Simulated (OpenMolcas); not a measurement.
Multiconfigurational calculation on Lu+

Input:

```
&GATEWAY
Coord
1

Lu 0.0 0.0 0.0
Basis=ANO-R1
Group=XYZ
NoMove
AngMom=0.0 0.0 0.0
AMFI
&SEWARD
* reference wave functions (RASSCF and RASSI steps not shown): 2 electrons in 6 orbitals (5d 6s)
>>> COPY JOB001 $Project.JobIph
&CASPT2
Multistate=20 1 2 3 4 5 6 7 8 9 10 11 12 13 14 15 16 17 18 19 20
Frozen=14 16
IPEA=0.25
Imaginary=0.1
MaxIter=60
WThr=0.0 0.3 0.05
PrWF=0.5
NoMix
>>> COPY JOB002 $Project.JobIph
&CASPT2
Multistate=15 1 2 3 4 5 6 7 8 9 10 11 12 13 14 15
Frozen=14 16
IPEA=0.25
Imaginary=0.1
MaxIter=60
WThr=0.0 0.3 0.05
PrWF=0.5
NoMix
```

Launched by
```bash
OMP_NUM_THREADS=1 MOLCAS_MEM=1689 MOLCAS_PROJECT=a pymolcas a.inp > a.log  # once for each step of the input, in one work folder
```

Output, cut to the results:

```
--- CASPT2 ---
Orbital specifications:
      -----------------------

      Symmetry species                           1   2
                                                ag  au
      Frozen orbitals                           14  16
      Inactive orbitals                          1   3
      Active orbitals                            6   0
      Secondary orbitals                         6  10
      Deleted orbitals                           0   0
      Number of basis functions                 27  29
Type of calculation                        MS-CASPT2
      Fock operator                              state-specific
      IPEA shift                                 0.25
      Real shift                                 0.00
      Imaginary shift                            0.10
      The input orbitals will be transformed to quasi-canonical
Reference energy:      -14558.3309455928
      E2 (Non-variational):      -0.1539740643
      Shift correction:          -0.0002757126
      E2 (Variational):          -0.1542497769
      Total energy:          -14558.4851953697
      Residual norm:              0.0000001130
      Reference weight:           0.95371
      Contributions to the CASPT2 correlation energy
      Active & Virtual Only:         -0.0108526273
      One Inactive Excited:          -0.0242366487
      Two Inactive Excited:          -0.1188847883
Reference energy:      -14558.2541481913
      E2 (Non-variational):      -0.1406645977
      Shift correction:          -0.0003143315
      E2 (Variational):          -0.1409789292
      Total energy:          -14558.3951271205
      Residual norm:              0.0000000410
      Reference weight:           0.96000
      Contributions to the CASPT2 correlation energy
      Active & Virtual Only:         -0.0067614196
      One Inactive Excited:          -0.0240269753
      Two Inactive Excited:          -0.1098762028
::    CASPT2 Root  1     Total energy: -14558.48519537
::    CASPT2 Root  2     Total energy: -14558.39512712
::    CASPT2 Root  3     Total energy: -14558.39516825
::    CASPT2 Root  4     Total energy: -14558.39500993
::    CASPT2 Root  5     Total energy: -14558.39500487
::    CASPT2 Root  6     Total energy: -14558.39513219
::    CASPT2 Root  7     Total energy: -14558.28776038
::    CASPT2 Root  8     Total energy: -14558.28784423
::    CASPT2 Root  9     Total energy: -14558.28758741
::    CASPT2 Root 10     Total energy: -14558.28772068
::    CASPT2 Root 11     Total energy: -14558.28789796
::    CASPT2 Root 12     Total energy: -14558.28787302
::    CASPT2 Root 13     Total energy: -14558.28773127
::    CASPT2 Root 14     Total energy: -14558.28790346
::    CASPT2 Root 15     Total energy: -14558.28773844
::    CASPT2 Root 16     Total energy: -14558.30067976
::    CASPT2 Root 17     Total energy: -14558.30068797
::    CASPT2 Root 18     Total energy: -14558.30066688
::    CASPT2 Root 19     Total energy: -14558.30064594
::    CASPT2 Root 20     Total energy: -14558.30062585
::    MS-CASPT2 Root  1     Total energy: -14558.48519844
::    MS-CASPT2 Root  2     Total energy: -14558.39652090
::    MS-CASPT2 Root  3     Total energy: -14558.39643377
::    MS-CASPT2 Root  4     Total energy: -14558.39626616
::    MS-CASPT2 Root  5     Total energy: -14558.39608824
::    MS-CASPT2 Root  6     Total energy: -14558.39592126
::    MS-CASPT2 Root  7     Total energy: -14558.29959226
::    MS-CASPT2 Root  8     Total energy: -14558.29957436
::    MS-CASPT2 Root  9     Total energy: -14558.29951004
::    MS-CASPT2 Root 10     Total energy: -14558.29947135
--- CASPT2 ---
Orbital specifications:
      -----------------------

      Symmetry species                           1   2
                                                ag  au
      Frozen orbitals                           14  16
      Inactive orbitals                          1   3
      Active orbitals                            6   0
      Secondary orbitals                         6  10
      Deleted orbitals                           0   0
      Number of basis functions                 27  29
Type of calculation                        MS-CASPT2
      Fock operator                              state-specific
      IPEA shift                                 0.25
      Real shift                                 0.00
      Imaginary shift                            0.10
      The input orbitals will be transformed to quasi-canonical
Reference energy:      -14558.2786986120
      E2 (Non-variational):      -0.1369537219
      Shift correction:          -0.0000922320
      E2 (Variational):          -0.1370459539
      Total energy:          -14558.4157445659
      Residual norm:              0.0000000135
      Reference weight:           0.96880
      Contributions to the CASPT2 correlation energy
      Active & Virtual Only:         -0.0015072857
      One Inactive Excited:          -0.0243573262
      Two Inactive Excited:          -0.1110891099
Reference energy:      -14558.2786986120
      E2 (Non-variational):      -0.1369551522
      Shift correction:          -0.0000922355
      E2 (Variational):          -0.1370473877
      Total energy:          -14558.4157459997
      Residual norm:              0.0000000138
      Reference weight:           0.96880
      Contributions to the CASPT2 correlation energy
      Active & Virtual Only:         -0.0015074170
      One Inactive Excited:          -0.0243584368
      Two Inactive Excited:          -0.1110892984
::    CASPT2 Root  1     Total energy: -14558.41574457
::    CASPT2 Root  2     Total energy: -14558.41574600
::    CASPT2 Root  3     Total energy: -14558.41574645
::    CASPT2 Root  4     Total energy: -14558.41574582
::    CASPT2 Root  5     Total energy: -14558.41574492
::    CASPT2 Root  6     Total energy: -14558.32644022
::    CASPT2 Root  7     Total energy: -14558.32642498
::    CASPT2 Root  8     Total energy: -14558.32655800
::    CASPT2 Root  9     Total energy: -14558.32639275
...
```

Levels above the lowest, from the spin-orbit matrix with the single-state CASPT2 energies, averaged by term, on its diagonal:

```json
{"Configuration": "6s²", "Term": "¹S", "J": "0", "E (cm⁻¹)": "0.0", "Measured (cm⁻¹)": "0.0", "g": "", "Term weight %": "100", "Second": ""}
{"Configuration": "5d 6s", "Term": "³D", "J": "1", "E (cm⁻¹)": "13830", "Measured (cm⁻¹)": "11796", "g": "0.499", "Term weight %": "100", "Second": ""}
{"Configuration": "5d 6s", "Term": "³D", "J": "2", "E (cm⁻¹)": "14550", "Measured (cm⁻¹)": "12435", "g": "1.160", "Term weight %": "96", "Second": "4 ¹D"}
{"Configuration": "5d 6s", "Term": "³D", "J": "3", "E (cm⁻¹)": "16200", "Measured (cm⁻¹)": "14199", "g": "1.334", "Term weight %": "100", "Second": ""}
{"Configuration": "5d 6s", "Term": "¹D", "J": "2", "E (cm⁻¹)": "19950", "Measured (cm⁻¹)": "17333", "g": "1.006", "Term weight %": "96", "Second": "4 ³D"}
{"Configuration": "5d²", "Term": "³F", "J": "2", "E (cm⁻¹)": "32760", "Measured (cm⁻¹)": "29407", "g": "0.677", "Term weight %": "97", "Second": "3 ¹D"}
{"Configuration": "5d²", "Term": "³F", "J": "3", "E (cm⁻¹)": "34380", "Measured (cm⁻¹)": "30889", "g": "1.084", "Term weight %": "100", "Second": ""}
{"Configuration": "5d²", "Term": "³F", "J": "4", "E (cm⁻¹)": "36150", "Measured (cm⁻¹)": "32504", "g": "1.246", "Term weight %": "98", "Second": ""}
{"Configuration": "5d²", "Term": "³P", "J": "0", "E (cm⁻¹)": "39640", "Measured (cm⁻¹)": "35652", "g": "", "Term weight %": "100", "Second": ""}
{"Configuration": "5d²", "Term": "¹D", "J": "2", "E (cm⁻¹)": "39670", "Measured (cm⁻¹)": "", "g": "1.210", "Term weight %": "55", "Second": "43 ³P"}
{"Configuration": "5d²", "Term": "³P", "J": "1", "E (cm⁻¹)": "40110", "Measured (cm⁻¹)": "36557", "g": "1.501", "Term weight %": "100", "Second": ""}
{"Configuration": "5d²", "Term": "³P", "J": "2", "E (cm⁻¹)": "42160", "Measured (cm⁻¹)": "38575", "g": "1.281", "Term weight %": "57", "Second": "42 ¹D"}
```

Against the 10 measured excited levels shown (NIST Handbook of Basic Atomic Spectroscopic Data) the mean absolute deviation is 3000 cm-1; the largest miss in energy is 5d² ³P₀: computed 39640, measured 35652 cm⁻¹ (+11.2 %), and the largest in proportion 5d 6s ³D₁ (+17.2 %).

Term energies are means over components that CASPT2 splits; among the terms shown or strongly mixed into the levels shown the widest spread is 70 cm-1 (5d² ³F). Terms from blocks run as CI alone lack orbitals of their own. A single d shell beside an s shell can misplace configurations of different d count against each other. Computed and measured levels are paired by configuration, term and J; levels that our copy of the source lacks, or whose pairing is in doubt (as where it misses far off the trend of its configuration), stay unpaired and out of the deviations. Levels of configurations outside the active space are missing. The first state left out of the spin-orbit step lies near 53000 cm-1 above the lowest spin-free state of the reference (among the parities and spins computed), and the list stops at four fifths of that energy or lower.

The term weight is that of the spin-free term in the level, not the purity of its configuration.
